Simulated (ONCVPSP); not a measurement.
# Transferability test, ONCV potential for fluorine

- Element: fluorine
- Generator: ONCVPSP 4.0.1
- Type: optimised norm-conserving Vanderbilt (ONCV)
- Functional: PBE
- Relativity: scalar-relativistic
- Frozen core: [He]
- Valence charge: 7
- Reference configuration: 2s1.5 2p5.5
- Partial waves: 2s: rc 0.60 bohr, ncon 3, nbas 6, qcut 8.9 1/bohr, 2 projectors, debl 2.3 Ha; 2p: rc 1.75 bohr, ncon 4, nbas 7, qcut 7 1/bohr, 1 projector; d scattering state at 0.08 Ha: rc 1.45 bohr, ncon 5, nbas 8, qcut 6.8 1/bohr, 3 projectors, debl 3.5 Ha
- Local potential: polynomial inside 0.40 bohr (lpopt 5, dvloc0 6 Ha)
- Core correction: Teter function, fcfact 3.25, rcfact 1.3

Energies are relative to the spin-unpolarised reference configuration 2s1.5 2p5.5; without spin polarisation the order of configurations can differ from experiment.

```csv
valence configuration,charge,ΔE all-electron (eV),error AE − PS (meV)
2s2 2p5,0,-9.400,-5.7
2s2 2p3,+2,48.374,+1018
2s2 2p4.5,+0.5,-1.857,+58
```

Task: What are ΔE and the potential's error for 2s2 2p4?

Result: ΔE = 9.989 eV all-electron; the error (AE − PS) is +200 meV.
